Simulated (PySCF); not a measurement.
Solvent effects on NMR parameters

Bonds (- single, = double, # triple, : aromatic): C1-S2, S2-Si3, Si3-C4, C4-Si5, C4-Si6. C1 carries H7, H8, H9; Si3 carries H10, H11; C4 carries H12; Si5 carries H13, H14, H15; Si6 carries H16, H17, H18.

GIAO PBE0/pcSseg-1 in PySCF 2.14.0 with density-fitted response routines on one PBE0-D3(BJ)/def2-SVP conformer, non-relativistic, equivalent nuclei averaged. Solvents enter as an IEF-PCM continuum (cyclohexane with ε = 2.0, acetonitrile with ε = 35.7) around the gas-phase geometry. Shifts are referred to TMS, CS2 computed in the same medium.

Gas phase, δ in ppm: C1 14.4, C4 -22.6, S2 -208.5, Si3 -13.0, Si5/Si6 -64.9, H10/H11 4.73, H13/H14/H15/H16/H17/H18 4.02, H7/H8/H9 1.93, H12 -0.52. Dipole moment 1.27 D.

Q: How does each δ change in the continuum?

A: 
| atoms | environment | Δδ, cyclohexane | Δδ, acetonitrile |
| --- | --- | --- | --- |
| C1 | methyl carbon bonded to S | +0.1 | +0.3 |
| C4 | sp3 CH bonded to 3 Si | +0.4 | +1.0 |
| S2 | sulfur bonded to C, Si | -4.5 | -11.8 |
| Si3 | silicon bonded to C, S, 2 H | +0.1 | +0.3 |
| Si5/Si6 | silicon bonded to C, 3 H | +0.1 | +0.3 |
| H10/H11 | hydrogen on a silicon bonded to C, S | -0.01 | 0.00 |
| H13/H14/H15/H16/H17/H18 | hydrogen on a silicon bonded to C | -0.03 | -0.08 |
| H7/H8/H9 | hydrogen on a methyl carbon bonded to S | +0.07 | +0.16 |
| H12 | hydrogen on an sp3 CH bonded to 3 Si | +0.16 | +0.42 |

Changes are relative to the gas phase. The dipole moment becomes 1.45 D in cyclohexane, 1.78 D in acetonitrile.

Q: Which of the listed nuclei move most (in ppm), and what does the model miss?

A: S2 (sulfur bonded to C, Si, -11.8 ppm) in acetonitrile. A continuum only polarises the solute; specific hydrogen bonds, the anisotropy of aromatic solvents and changes of geometry or conformer are outside it.
